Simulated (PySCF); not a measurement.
C4H4Se.
Numbering: `[cH:1]1[cH:2][cH:3][se:4][cH:5]1` (hydrogens: H6 on C1; H7 on C2; H8 on C3; H9 on C5)

Method: LC-wPBE/def2-SVP geometry optimisation, gas phase (PySCF); density fitting, grid level 1; the optimiser is geomeTRIC in internal coordinates, started from a GFN2-xTB structure.

Step 0: E = -69538.9719 eV
```
atom  x, y, z in Å  |  force x, y, z in eV/Å
C1      0.7088   -0.1436   -0.6738    0.287   0.007   0.447
C2     -0.6981    0.0176   -0.6971   -0.281   0.074   0.430
C3     -1.2640    0.1953    0.5230    0.525  -0.040   0.231
Se4    -0.0095    0.1765    1.8876    0.002  -0.068  -0.678
C5      1.2607   -0.0932    0.5645   -0.535   0.081   0.214
H6      1.2903   -0.2943   -1.5676    0.348  -0.080  -0.435
H7     -1.2684   -0.0004   -1.6105   -0.342  -0.002  -0.439
H8     -2.3090    0.3341    0.7339   -0.560   0.078   0.108
H9      2.3025   -0.1929    0.8107    0.556  -0.050   0.121
```

Step 1: E = -69538.7714 eV
```
atom  x, y, z in Å  |  force x, y, z in eV/Å
C1      0.7247   -0.0830   -0.6790   -0.134  -0.351  -0.063
C2     -0.6993    0.0797   -0.7026    0.060  -0.363  -0.056
C3     -1.2580    0.2478    0.5244   -0.293  -0.480  -0.035
Se4    -0.0338   -0.0367    1.8622    0.119   1.074   0.299
C5      1.2663   -0.0421    0.5662    0.167  -0.521  -0.002
H6      1.2982   -0.3846   -1.5594    0.089   0.512  -0.069
H7     -1.2968   -0.0882   -1.6024    0.034   0.518  -0.071
H8     -2.3144    0.4185    0.7422    0.044  -0.201  -0.001
H9      2.3263   -0.1122    0.8190   -0.086  -0.189  -0.002
```

Step 2: E = -69538.9304 eV
```
atom  x, y, z in Å  |  force x, y, z in eV/Å
C1      0.7237   -0.0937   -0.6817   -0.151  -0.365   0.212
C2     -0.7005    0.0691   -0.7054    0.059  -0.384   0.214
C3     -1.2582    0.2148    0.5273   -0.200  -0.065  -0.085
Se4    -0.0212    0.0766    1.8824    0.055   0.446  -0.233
C5      1.2588   -0.0740    0.5693    0.187  -0.084  -0.086
H6      1.3034   -0.3516   -1.5707    0.082   0.344  -0.021
H7     -1.2941   -0.0547   -1.6138   -0.002   0.353  -0.025
H8     -2.3153    0.3711    0.7435   -0.014  -0.121   0.011
H9      2.3166   -0.1585    0.8199   -0.018  -0.123   0.014
```

Step 3: E = -69538.9538 eV
```
atom  x, y, z in Å  |  force x, y, z in eV/Å
C1      0.7167   -0.1461   -0.6576    0.134  -0.085  -0.404
C2     -0.7063    0.0178   -0.6815   -0.141  -0.073  -0.400
C3     -1.3018    0.1860    0.5257    0.797   0.094   0.098
Se4    -0.0064    0.1966    1.8357   -0.025  -0.104   0.745
C5      1.2952   -0.1100    0.5688   -0.751   0.256   0.061
H6      1.3020   -0.2873   -1.5675   -0.021  -0.037  -0.069
H7     -1.2781    0.0102   -1.6107    0.011  -0.042  -0.067
H8     -2.3597    0.3349    0.7400    0.034  -0.009   0.018
H9      2.3518   -0.2031    0.8180   -0.039  -0.001   0.017
```

Question: Estimate the geometry and energy of step 4. (The exact step hangs on the optimiser's Hessian estimate; all steps are aligned on step 3, rigid shifts and turns removed.)

Answer: E = -69538.9936 eV, largest force 0.294 eV/Å
```
atom  x, y, z in Å  |  force x, y, z in eV/Å
C1      0.7147   -0.1621   -0.6757   -0.033   0.146   0.069
C2     -0.7073    0.0010   -0.6992    0.055   0.127   0.067
C3     -1.2577    0.1903    0.5285   -0.293   0.014  -0.008
Se4    -0.0082    0.1878    1.8752   -0.001  -0.080  -0.158
C5      1.2531   -0.0963    0.5699    0.288  -0.058  -0.009
H6      1.3165   -0.2841   -1.5784    0.004  -0.089   0.027
H7     -1.2913    0.0153   -1.6215   -0.026  -0.087   0.028
H8     -2.3145    0.3379    0.7476   -0.033   0.017  -0.009
H9      2.3080   -0.1907    0.8243    0.039   0.010  -0.008
```

The energy changes by -0.0398 eV. The first-order estimate −F·Δx gives -0.1222 eV and the mean of the old and new forces, exact on a quadratic surface, -0.0399 eV. The step makes an angle of 41° with the force vector and moves no atom by more than 0.046 Å.

What follows is the cost of the whole optimisation. On one thread, Arm Neoverse V1 (aarch64), shared host with 32 logical CPUs at a one-minute load of 19, this took 57 s wall and 0.54 GiB of memory at its peak.
